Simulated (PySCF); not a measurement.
Compound: C6H4F4.
SMILES: `FC(C1C=CCC=1F)(F)F`

Linear response at wB97X-D/def2-SVPD (PySCF, frozen core in the response, non-relativistic). Geometry: PBE0-D3(BJ)/def2-SVP; no solvent, vibrations or thermal averaging.

Static isotropic polarisability: 69.52 au (10.30 Å³), principal values 51.3, 72.6, 84.7 au.

Task: What is the polarisability at 1064 nm and at the sodium D line?

Result: 70.09 au at 1064 nm (+0.8 %), 71.49 au at 589.3 nm (+2.8 %). The rise at 589.3 nm is 3.42 times that at 1064 nm; a pure ω² law gives 3.26. The lowest singlet lies at 243 nm, shorter than both wavelengths.

Task: What is the isotropic C6 coefficient between two such molecules, C6 = (3/π)∫α(iω)² dω?

Result: 2250 au (Eh·bohr⁶) by a ten-point quadrature over imaginary frequencies, which is 1340 eV·Å⁶ or 130 J·nm⁶/mol.

Task: Which effective excitation energy ω̄ makes London's formula C6 = (3/4)α²ω̄ exact here?

Result: ω̄ = 4·C6/(3α²) = 0.621 Eh = 16.9 eV. A one-pole form α(ω) = α/(1 − ω²/ω̄²) fitted to the 1064 nm value gives 12.9 eV. London's choice of the ionisation energy (9.05 eV, ΔSCF at the same level) gives C6 = 1210 au, 46 % too low.

Task: How many electrons N does the Slater–Kirkwood formula C6 = (3/4)·√N·α^(3/2) need to give this C6?

Result: N = (4·C6/3)²/α³ = 26.8; the species has 76 electrons in all.

Task: What three-body coefficient follows from the one-pole estimate C9 = (3/4)·α·C6?

Result: 117000 au. This is an estimate from the two numbers above, not a computed integral.

Task: What n − 1 at the D line would an ideal gas of it have at 273.15 K and 1 atm (2.6868 × 10¹⁹ cm⁻³), by n − 1 = 2π·N·α′?

Result: 17.88 × 10⁻⁴, a formal value whether or not that pressure can be reached.

The values belong to the conformer `[F:1][C:2]1=[C:3]([C:4]([F:5])([F:6])[F:7])[CH:8]=[CH:9][CH2:10]1`: C2–C3–C4–F5 11°.

The pairwise dispersion term of wB97X-D wasn't added to the energies; at a given geometry it leaves orbitals and properties as they are.
